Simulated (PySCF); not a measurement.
Input file for PySCF: D3(BJ) and D4 dispersion corrections on CH7AlO (a complex), monomers drawn apart or pushed together.

```python
from pyscf import gto
from pyscf.dispersion import dftd3, dftd4

mol = gto.M(
    atom='''
    Al   -0.93399048   -0.20950248    0.66319500
    H    -1.00403283   -1.79703820    0.73833161
    H    -0.19991915    0.49795950   -0.56239399
    H    -2.12697173    0.59237235    1.36059115
    C     1.16902142    0.02775074    4.72247769
    O     1.40209243    0.27551114    3.31702271
    H     2.11555184    0.06881142    5.25844085
    H     0.75186176   -0.97343697    4.78380306
    H     0.45835526    0.75034889    5.12196015
    H     1.84363499    1.12246794    3.18088184
    ''',
    basis='def2-svp',
    charge=0, spin=0, verbose=0, max_memory=1800)
d3, d4 = {}, {}
for xc in ['hf', 'pbe', 'blyp', 'revpbe', 'tpss', 'r2scan', 'b3lyp', 'pbe0', 'bhlyp', 'camb3lyp', 'b2plyp']:
    d3[xc] = float(dftd3.DFTD3Dispersion(mol, xc=xc, version='d3bj', atm=False).get_dispersion()['energy'])
    print(f'D3(BJ) {xc:10s} {d3[xc]:14.8f} Eh')
for xc in ['hf', 'pbe', 'blyp', 'revpbe', 'tpss', 'r2scan', 'b3lyp', 'pbe0', 'bhlyp', 'camb3lyp', 'b2plyp']:
    d4[xc] = float(dftd4.DFTD4Dispersion(mol, xc={'camb3lyp': 'cam-b3lyp'}.get(xc, xc), atm=True).get_dispersion()['energy'])
    print(f'D4     {xc:10s} {d4[xc]:14.8f} Eh')
```

Program output:

```
D3(BJ) hf            -0.03242634 Eh
D3(BJ) pbe           -0.00376240 Eh
D3(BJ) blyp          -0.00776686 Eh
D3(BJ) revpbe        -0.00956867 Eh
D3(BJ) tpss          -0.00469587 Eh
D3(BJ) r2scan        -0.00114498 Eh
D3(BJ) b3lyp         -0.00633725 Eh
D3(BJ) pbe0          -0.00324959 Eh
D3(BJ) bhlyp         -0.00487275 Eh
D3(BJ) camb3lyp      -0.00294947 Eh
D3(BJ) b2plyp        -0.00291015 Eh
D4     hf            -0.01289681 Eh
D4     pbe           -0.00348862 Eh
D4     blyp          -0.00763860 Eh
D4     revpbe        -0.01173371 Eh
D4     tpss          -0.00469553 Eh
D4     r2scan        -0.00097569 Eh
D4     b3lyp         -0.00550505 Eh
D4     pbe0          -0.00297237 Eh
D4     bhlyp         -0.00394281 Eh
D4     camb3lyp      -0.00300067 Eh
D4     b2plyp        -0.00245723 Eh
```

The run finished.

Cost: about 0.010 core-seconds (a rough figure).
